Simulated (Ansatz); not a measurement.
Steps of a relaxation of CH$_{2}$BFS (`FC1BS1`) with RKS PBE-D4/def2-SVP.

```sh
$ ansatz run in.yaml --threads 2 --pin off --events-out ev --progress --plain --max-ram 4352MiB
```

```yaml
crystal:
  periodic: [false, false, false]
  atoms:
    - {symbol: F, position_ang: [0.428600, -0.704500, -1.547300]}
    - {symbol: C, position_ang: [-0.138500, 0.131700, -0.553600]}
    - {symbol: B, position_ang: [0.336100, -0.283500, 0.855000]}
    - {symbol: S, position_ang: [-1.417400, -0.582300, 0.225600]}
    - {symbol: H, position_ang: [-0.210800, 1.217100, -0.763100]}
    - {symbol: H, position_ang: [1.044000, 0.157500, 1.737300]}
basis:
  gaussian: {orbitals: def2-SVP}
hamiltonian: {xc: pbe, dispersion: d4}
relax: {f_tol: 0.03, max_steps: 200}
```

Positions (Å) and forces (eV/Å) along the path, 9 of 9 steps:

```xyz
6
step=1 energy=-15280.0802 eV
F     0.429   -0.705   -1.547   -0.014    0.794   -0.396
C    -0.139    0.132   -0.554    3.863    1.133   -1.515
B     0.336   -0.283    0.855   -2.407    0.920   -0.595
S    -1.417   -0.582    0.226   -1.509   -1.830    3.389
H    -0.211    1.217   -0.763    0.124   -0.157   -0.937
H     1.044    0.158    1.737   -0.057   -0.861    0.053
6
step=2 energy=-15280.7700 eV
F     0.449   -0.664   -1.572   -0.182    0.562    0.149
C    -0.111    0.157   -0.570    2.275    0.922   -1.493
B     0.302   -0.187    0.879   -1.117    0.421   -0.055
S    -1.387   -0.592    0.320   -0.629   -0.884    2.011
H    -0.269    1.208   -0.933    0.071   -0.540   -0.148
H     1.057    0.014    1.830   -0.418   -0.482   -0.463
6
step=3 energy=-15281.0737 eV
F     0.489   -0.620   -1.577   -0.182    0.187    0.387
C    -0.067    0.193   -0.597    0.828    0.279   -0.724
B     0.257   -0.080    0.890    0.701   -0.024    0.328
S    -1.341   -0.597    0.461   -1.037   -0.311    0.093
H    -0.314    1.177   -1.065   -0.129   -0.269    0.277
H     1.018   -0.136    1.841   -0.181    0.138   -0.360
6
step=4 energy=-15280.9959 eV rejected
F     0.532   -0.624   -1.512    0.328   -0.040   -0.200
C     0.029    0.198   -0.561   -1.065    0.195   -1.128
B     0.202   -0.105    0.895   -0.385   -0.219   -0.030
S    -1.426   -0.576    0.440    0.167    0.019    0.298
H    -0.343    1.144   -0.989    0.242    0.162   -0.178
H     1.048   -0.101    1.680    0.713   -0.118    1.238
6
step=5 energy=-15281.1228 eV
F     0.520   -0.614   -1.553   -0.089   -0.022   -0.012
C    -0.037    0.190   -0.597    0.150    0.051   -0.035
B     0.240   -0.112    0.887   -0.029    0.073   -0.057
S    -1.399   -0.587    0.464    0.042   -0.032    0.015
H    -0.321    1.167   -1.032   -0.042   -0.030    0.019
H     1.039   -0.109    1.784   -0.033   -0.040    0.070
6
step=6 energy=-15281.1155 eV rejected
F     0.467   -0.628   -1.570    0.242    0.069   -0.104
C    -0.016    0.199   -0.600   -0.176   -0.205   -0.071
B     0.255   -0.098    0.882   -0.019   -0.156    0.110
S    -1.372   -0.612    0.451    0.002    0.179    0.136
H    -0.306    1.175   -1.024   -0.071    0.103   -0.074
H     1.015   -0.100    1.814    0.022    0.010    0.004
6
step=7 energy=-15281.1261 eV
F     0.505   -0.616   -1.565    0.001    0.014    0.015
C    -0.023    0.194   -0.601   -0.008   -0.021   -0.063
B     0.250   -0.106    0.886    0.017    0.033    0.010
S    -1.386   -0.585    0.465   -0.024   -0.024    0.025
H    -0.331    1.164   -1.036    0.023    0.006    0.019
H     1.026   -0.114    1.806   -0.009   -0.009   -0.005
6
step=8 energy=-15281.1257 eV rejected
F     0.503   -0.618   -1.566    0.029   -0.018   -0.042
C    -0.025    0.191   -0.605   -0.011    0.035    0.090
B     0.248   -0.096    0.884    0.033   -0.079    0.013
S    -1.385   -0.591    0.467   -0.009    0.032   -0.006
H    -0.324    1.166   -1.030   -0.027    0.003   -0.043
H     1.024   -0.116    1.804   -0.014    0.027   -0.012
6
step=9 energy=-15281.1264 eV
F     0.505   -0.616   -1.567   -0.001    0.005    0.003
C    -0.024    0.193   -0.603    0.002   -0.008   -0.001
B     0.250   -0.104    0.885    0.006    0.001    0.002
S    -1.386   -0.588    0.467   -0.002    0.002   -0.001
H    -0.327    1.165   -1.034   -0.001    0.000    0.000
H     1.025   -0.114    1.805   -0.003    0.000   -0.003
```

It took 11 s on 2 threads of an Arm Neoverse V1 on a shared host, with 0.16 GiB of host memory at the peak.
